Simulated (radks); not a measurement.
Effect of the nuclear size on the niobium ion Nb2+, [Kr] 4d3. Method: Dirac Kohn-Sham, BLYP, spin-unpolarised, spherical densities, finite nucleus; open shells fill j = l - 1/2 first; Fermi nuclear charge, rms radius 4.324 fm; computed with a radial shooting solver on a logarithmic mesh with Libxc functionals. The rms radius is varied about that value; shifts are against it.

rms radius (fm) = 3.723: total energy shift (eV) -0.328; density at nucleus (e/bohr^3) 8.381e+04; 1s1/2 shift (meV) -139; 2s1/2 shift (meV) -14.7; 4s1/2 shift (meV) -0.414; 5s1/2 (empty) shift (meV) -0.060
rms radius (fm) = 4.0256: total energy shift (eV) -0.169; density at nucleus (e/bohr^3) 8.313e+04; 1s1/2 shift (meV) -71.3; 2s1/2 shift (meV) -7.57; 4s1/2 shift (meV) -0.212; 5s1/2 (empty) shift (meV) -0.031
rms radius (fm) = 4.324: total energy shift (eV) 0; density at nucleus (e/bohr^3) 8.252e+04; 1s1/2 shift (meV) 0.000; 2s1/2 shift (meV) 0.000; 4s1/2 shift (meV) 0.000; 5s1/2 (empty) shift (meV) 0.000
rms radius (fm) = 4.6137: total energy shift (eV) 0.174; density at nucleus (e/bohr^3) 8.197e+04; 1s1/2 shift (meV) 73.6; 2s1/2 shift (meV) 7.81; 4s1/2 shift (meV) 0.219; 5s1/2 (empty) shift (meV) 0.032
rms radius (fm) = 5.085: total energy shift (eV) 0.479; density at nucleus (e/bohr^3) 8.115e+04; 1s1/2 shift (meV) 202; 2s1/2 shift (meV) 21.5; 4s1/2 shift (meV) 0.603; 5s1/2 (empty) shift (meV) 0.087

Slopes of the eigenvalues against <r^2> in GHz/fm^2, as finite differences over the two radii next to the reference (eigenvalue slopes, not the field-shift constants of lines): 1s1/2 6890, 2s1/2 732, 4s1/2 20.5, 5s1/2 (empty) 2.96.
